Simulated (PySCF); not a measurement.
Delta-SCF ions had no search for a lower state. Excitations are Tamm–Dancoff values on a coarser integration grid. The basis has no diffuse functions, so Rydberg states are missing or too high.

Cartesian coordinates (Å):
SMILES: C(=C/C)/N
```xyz
11

C      1.2239    -0.3478     0.6519
C      0.5196     0.7396    -0.0997
C     -0.7473     0.6506    -0.5229
N     -1.6087    -0.4116    -0.2757
H      1.0364    -1.3370     0.2147
H      0.9105    -0.4013     1.7026
H      2.3047    -0.1982     0.6462
H      1.0494     1.6646    -0.2915
H     -1.2087     1.4773    -1.0538
H     -1.1617    -1.2729     0.0040
H     -2.3180    -0.5633    -0.9759
```
Charge 0, spin multiplicity 1.

Task: What S1 excitation (TDA), dipole moment, T1 excitation (TDA), S1–T1 gap (TDA) and vertical ionisation energy (Delta-SCF) does PySCF 2.14.0 with PBE-D3(BJ)/def2-TZVP // r2SCAN-D4/def2-TZVP give?

Result: 
The S1 excitation (TDA) is 4.88 eV and the dipole moment is 1.39 D. The T1 excitation (TDA) comes out as 4.06 eV and the S1–T1 gap (TDA) is 0.82 eV. The vertical ionisation energy (Delta-SCF) comes out as 7.87 eV.
